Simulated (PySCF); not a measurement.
PySCF input for C2H8N2OSi, SMILES C/C=N\[Si@H](N)O, C-PCM-M06-2X/def2-SVP. The structure is a stationary point at PBE0-D3(BJ)/def2-SVP. The structure was generated by enumeration; whether it is a known compound was not checked. One conformer was computed; it need not be the lowest.

```python
import numpy as np
from pyscf import gto, scf, dft
from pyscf.solvent import pcm

mol = gto.M(
    atom='''
    C     2.54666910   -0.65314052    0.48900983
    C     1.64770522   -0.76696250   -0.70598421
    N     0.43264272   -0.44252103   -0.80821619
    Si   -0.71446804    0.21825353    0.31687434
    N    -2.25130987   -0.49992581    0.04396297
    O    -0.72167812    1.84513946   -0.03036573
    H     2.01793056   -0.27744013    1.37546061
    H     3.38264010    0.02718132    0.25552259
    H     2.99794104   -1.63195088    0.72045496
    H     2.15297185   -1.18608972   -1.60328294
    H    -0.42375021   -0.00614801    1.76804520
    H    -2.69375184   -1.05408531    0.76620130
    H    -2.50384873   -0.81955920   -0.88450675
    H    -1.58973098    2.24917301    0.06040898
    ''',
    basis='def2-SVP',
    charge=0,
    spin=0,
    max_memory=1600,
    verbose=3,
)
mf = dft.RKS(mol, xc='m06-2x').density_fit(auxbasis='def2-universal-jkfit')
mf.grids.level = 4
mf.conv_tol = 1e-9
mf.max_cycle = 100
mf.kernel()
res = {}
for name, eps in {'water': 78.355, 'dichloromethane': 8.93, 'toluene': 2.3741}.items():
    s = mf.PCM()
    s.with_solvent.method, s.with_solvent.eps, s.with_solvent.lebedev_order = 'C-PCM', eps, 29
    s.kernel(mf.make_rdm1())
    res[name] = (s.e_tot, eps, s.dip_moment(), s.mo_energy, s.converged)
    print(f'{name}: electrostatic solvation free energy {(s.e_tot - mf.e_tot) * 627.509474:.3f} kcal/mol')
```

Output:

```
converged SCF energy = -554.895859694631

WARN: PCM is an experimental feature. It is still in testing.
Features and APIs may be changed in the future.

converged SCF energy = -554.909109740395
Dipole moment(X, Y, Z, Debye): -0.16041, -1.74929,  1.23353
water: electrostatic solvation free energy -8.315 kcal/mol

WARN: PCM is an experimental feature. It is still in testing.
Features and APIs may be changed in the future.

converged SCF energy = -554.907633220568
Dipole moment(X, Y, Z, Debye): -0.18115, -1.70632,  1.19674
dichloromethane: electrostatic solvation free energy -7.388 kcal/mol

WARN: PCM is an experimental feature. It is still in testing.
Features and APIs may be changed in the future.

converged SCF energy = -554.903259545409
Dipole moment(X, Y, Z, Debye): -0.23542, -1.58554,  1.09437
toluene: electrostatic solvation free energy -4.643 kcal/mol
```

Self-consistency was reached.
